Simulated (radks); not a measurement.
Sm4+, 58 electrons, occupied as [Xe] 4f4. All-electron calculation, Dirac Kohn-Sham, PBE, spin-unpolarised, spherical densities, finite nucleus; open shells fill j = l - 1/2 first; Fermi nuclear charge, rms radius 5.0819 fm. Program: a radial shooting solver on a logarithmic mesh with Libxc functionals.

Unscreened Slater integrals over Kohn-Sham orbitals (cm^-1). Large and small components are both included. Empty in this configuration: 4f7/2.

F0(4f5/2,4f5/2): 239910
F2(4f5/2,4f5/2): 114730
F4(4f5/2,4f5/2): 72111
F0(4f5/2,5p3/2): 152970
F2(4f5/2,5p3/2): 53451
G2(4f5/2,5p3/2): 26399
G4(4f5/2,5p3/2): 20883
F0(4f5/2,5p1/2): 158970
G2(4f5/2,5p1/2): 30133
F0(4f5/2,5s1/2): 170610
G3(4f5/2,5s1/2): 31812
F0(4f5/2,4f7/2): 238840
F2(4f5/2,4f7/2): 114200
F4(4f5/2,4f7/2): 71776
G2(4f5/2,4f7/2): 113970
G4(4f5/2,4f7/2): 71638
G6(4f5/2,4f7/2): 51573
F0(5p3/2,5p3/2): 127730
F2(5p3/2,5p3/2): 69420
F0(5p3/2,5p1/2): 130660
G2(5p3/2,5p1/2): 70393
F0(5p3/2,5s1/2): 135990
G1(5p3/2,5s1/2): 90810
F0(5p3/2,4f7/2): 152710
F2(5p3/2,4f7/2): 53746
G2(5p3/2,4f7/2): 26842
G4(5p3/2,4f7/2): 21181
F0(5p1/2,5p1/2): 133900
F0(5p1/2,5s1/2): 139790
G1(5p1/2,5s1/2): 96379
F0(5p1/2,4f7/2): 158680
G4(5p1/2,4f7/2): 23822
F0(5s1/2,5s1/2): 146750
F0(5s1/2,4f7/2): 170250
G3(5s1/2,4f7/2): 32209
F0(4f7/2,4f7/2): 237780
F2(4f7/2,4f7/2): 113690
F4(4f7/2,4f7/2): 71451
F6(4f7/2,4f7/2): 51435
